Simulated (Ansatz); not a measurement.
Relaxation of ClH₃Sn (5 atoms, charge 0, multiplicity 1), to a largest force component of 0.02 eV/Å in at most 40 steps.

Theory: Ansatz 0.2.0, RKS PBE-D4/def2-SVPD.

```xyz
5
Properties=species:S:1:pos:R:3:forces:R:3
Sn 0.000 0.000 0.000 -0.41 0.00 0.16
H 0.000 0.000 1.740 0.19 0.00 -0.22
Cl 2.273 0.000 -0.802 -0.31 0.00 0.11
H -0.820 1.420 -0.579 0.26 -0.11 -0.02
H -0.820 -1.420 -0.579 0.26 0.11 -0.02
```

Question: Where does it end, and by what steps?

Answer: The forces met the threshold. After 3 steps the energy has fallen by 0.044 eV; Cl3 moved furthest, 0.08 Å.

```
step  energy less start (eV)  largest force component (eV/Å)  accepted
   0                  0.0000                           0.406       yes
   1                  0.0146                           0.430        no
   2                 -0.0441                           0.056       yes
   3                 -0.0445                           0.009       yes
```

```xyz
5
Properties=species:S:1:pos:R:3
Sn -0.066 0.000 0.024
H 0.054 0.000 1.739
Cl 2.193 0.000 -0.774
H -0.774 1.435 -0.605
H -0.774 -1.435 -0.605
```

Whether the end is a true minimum wasn't checked by a vibrational analysis.

Run time: 9.6 s on 1 thread of Arm Neoverse V1 (shared host), peak memory 0.14 GiB.
